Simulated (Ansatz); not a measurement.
The first iterations of a band of CH₅FSi₂ (9 atoms, charge 0, multiplicity 1).

Level of theory: RKS PBE/cc-pVDZ (Ansatz 0.2.0).

```yaml
movable_images: 7
climbing_image: yes
spring: 5.0 eV/Å²
optimiser: lbfgs
start_path: IDPP
force_threshold: 0.05 eV/Å
iteration_limit: 60
end_points: relaxed
```

Initial state:

```xyz
9
Properties=species:S:1:pos:R:3
F 1.553 -0.341 -2.047
Si 1.148 0.867 -0.993
C 0.020 0.667 0.285
Si -0.927 -0.883 0.716
H 1.929 2.086 -1.373
H -0.129 1.581 0.890
H -2.420 -0.660 0.616
H -0.539 -1.993 -0.227
H -0.636 -1.324 2.134
```

Final state:

```xyz
9
Properties=species:S:1:pos:R:3
F 2.011 2.009 -1.523
Si 1.117 0.709 -1.022
C 0.018 0.732 0.296
Si -0.917 -0.822 0.734
H 1.438 -0.452 -1.906
H -0.129 1.660 0.873
H -2.414 -0.632 0.628
H -0.508 -1.919 -0.224
H -0.617 -1.285 2.143
```

| iteration | highest image above the first end (eV) | largest band force component (eV/Å) |
| --- | --- | --- |
| 1 | 1.294 | 1.378 |
| 2 | 1.263 | 0.565 |
| 3 | 1.231 | 0.597 |
| 4 | 1.216 | 0.410 |
| 5 | 1.209 | 0.383 |
| 6 | 1.169 | 0.774 |
| 7 | 1.157 | 0.282 |
| 8 | 1.154 | 0.214 |
| 9 | 1.155 | 0.197 |
| 10 | 1.156 | 0.322 |
| 11 | 1.153 | 0.161 |

Does the band converge within its limit, and where does its top end?

The forces met the threshold. It ended after 33 iterations with the highest image 1.144 eV above the first end. The order of the stationary point at the top wasn't checked.

Time of the run: 9.4 min on 1 thread of Arm Neoverse V1 (shared host), peak memory 0.27 GiB.
